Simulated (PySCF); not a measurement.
## Computed beside measured shifts

System: C12H27P (measured compound), SMILES CC[C@H](C)P([C@@H](C)CC)[C@@H](C)CC.

Atom-mapped SMILES (hydrogens are numbered by the atom that bears them): [CH3:1][CH2:2][C@H:3]([CH3:4])[P:5]([C@@H:6]([CH3:7])[CH2:8][CH3:9])[C@@H:10]([CH3:11])[CH2:12][CH3:13]

Computed with GIAO KT3/pcSseg-2, gas phase, PySCF SCF with an in-house response code, fitting set def2-universal-JFIT, grid level 2, non-relativistic, on the PBE0-D3(BJ)/def2-SVP geometry.

One optimised conformer. Values are averaged over the atoms that symmetry or fast rotation interchanges, on this one geometry and without vibrational averaging. Shifts are the reference shielding less the shielding here, at the same level (13C, 1H against isolated TMS; 31P against isolated H3PO4); nuclei without a reference have shieldings only.

(1) What shifts does this level give for P5, and how do they compare with measurement?

## Answers

(1) 
```tsv
atom	nucleus	computed / ppm	measured / ppm	computed less measured	measured against	medium of the measurement
P5	31P	-9.4	7.9	-17.3	85 % H3PO4	not stated
```

Computed 19F and 31P shifts carry an offset from the reference molecule (CFCl3 is hard for DFT, lone H3PO4 or PH3 isn't the 85 % acid), so differences between compounds are more accurate than the values.

Measured values: NMR Tables: representative 31P chemical shifts referenced to 85 % H3PO4.
